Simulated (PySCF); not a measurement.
# What a mistake does to a calculation on BClGe2H5 cation

All numbers below are calculated, not measured. The program is PySCF 2.14.0, an open-source quantum chemistry code, run on an isolated molecule that a program drew, which may never have been made. The molecule is BClGe2H5 cation (charge +1, singlet), drawn as the SMILES string `[Cl][GeH+][BH][GeH3]`.

Each row is a Hartree-Fock (HF) and frozen-core CCSD(T) single point in the cc-pV(D+d)Z basis, meant for a local HF minimum. Run 1 is clean. Each other run has one planted mistake out of seven kinds, and not every kind appears here: one electron removed, one electron added, multiplicity raised by two, geometry at a saddle point, minimal basis STO-3G, one bond length entered in bohr, all coordinates scaled. The reference is restricted for singlets and unrestricted otherwise, and also for a bond in bohr. Adding or removing an electron swaps singlet and doublet. Electrons count all cores. HOMO and LUMO are orbital energies over both spins, the gradient is its largest component, and the lowest frequency (negative if imaginary) is given only where the gradient is small. Bond lengths are over the 8 bonds as drawn. T1 is the CCSD diagnostic: over 0.02 (restricted) or 0.045 (unrestricted) a single reference is doubtful. Germanium has the cc-pVDZ-PP basis, with a core potential (ECP10MDF) in place of its 10 inner electrons, and its 3s, 3p and 3d shells are frozen in CCSD(T).

Geometry of the clean run:
```xyz
9
BClGe2H5 cation, angstrom
Cl   -1.1465   -1.4747   -3.7647
Ge   -0.2456    0.3964   -3.9361
B     0.6307    1.2095   -2.2304
Ge   -0.4639    2.3588   -0.8253
H    -0.4439    0.9571   -5.3314
H     1.7887    0.9453   -2.1276
H     0.2646    3.6935   -0.7524
H    -0.3825    1.5681    0.4730
H    -1.9036    2.5251   -1.2983
```

| run | electrons | basis functions | <S^2> | HOMO (eV) | LUMO (eV) | gradient (hartree/bohr) | lowest frequency (cm^-1) | mean bond (Å) | longest bond (Å) | T1 | HF (hartree) | CCSD(T) (hartree) | mistake |
|---|---|---|---|---|---|---|---|---|---|---|---|---|---|
| 1 | 90 | 108 | 0.000 | -15.76 | -5.22 | 7.9e-06 | 37 | 1.6956 | 2.120 | 0.0163 | -1073.58206 | -1074.04123 | no fault |
| 2 | 89 | 108 | 0.767 | -21.93 | -13.30 | 5.7e-02 | - | 1.6956 | 2.120 | 0.0296 | -1073.04878 | -1073.48885 | one electron removed |
| 3 | 90 | 108 | 2.027 | -12.14 | -8.26 | 4.1e-02 | - | 1.6956 | 2.120 | 0.0397 | -1073.45582 | -1073.90769 | multiplicity raised by two |
| 4 | 90 | 108 | 0.934 | -15.15 | -5.70 | 1.8e-02 | - | 1.8642 | 2.866 | 0.0259 | -1073.49283 | -1073.93604 | one bond length entered in bohr |
| 5 | 91 | 108 | 0.768 | -6.89 | 0.41 | 3.2e-02 | - | 1.6956 | 2.120 | 0.0191 | -1073.80471 | -1074.27160 | ? |
| 6 | 90 | 108 | 0.000 | -15.44 | -5.41 | 4.0e-02 | - | 1.8142 | 2.268 | 0.0181 | -1073.55066 | -1074.01735 | ? |

**Which mistake was planted in run 5, and what did it cost?**

It counts 91 electrons, one more than the clean run, at the same geometry and basis. So the mistake is: one electron added. Subtracting run 1 and multiplying by 627.51 kcal/mol a hartree, the energy moved by -139.7 kcal/mol in HF and -144.6 kcal/mol in CCSD(T).

**Which mistake was planted in run 6, and what did it cost?**

The mean and the longest bond both change by the same factor, 1.070, and the gradient is no longer small. So the mistake is: all coordinates scaled. Subtracting run 1 and multiplying by 627.51 kcal/mol a hartree, the energy moved by 19.7 kcal/mol in HF and 15.0 kcal/mol in CCSD(T).

